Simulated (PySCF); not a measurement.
**How methods differ on the excitation energy of Al+**

Al+ [Ne] 3s2 (1S) → Al+ [Ne] 3p2 (3P), as a difference of total energies. All numbers are calculated (PySCF 2.14, no relativity, point nucleus, in aug-cc-pwCVTZ (8s7p5d3f, 75 functions)). Correlated levels: valence and next inner shell: 1s2 frozen. The calculations carry no spin-orbit coupling.

```
                                method  excitation energy (eV)
                                   UHF                  10.670
    MP2 (valence and next inner shell)                  11.494
SCS-MP2 (valence and next inner shell)                  11.702
   CCSD (valence and next inner shell)                  11.614
CCSD(T) (valence and next inner shell)                  11.652
```

**Question.** How much does correlation contribute at CCSD(T) (valence and next inner shell)?

**Answer.** 11.652 − (10.670) = 0.982 eV, measured against UHF.

Errors of the correlated levels include the incompleteness of this basis and the frozen core.

For comparison: 11.680 eV (measured; NIST levels, between the centres of gravity of the two terms).
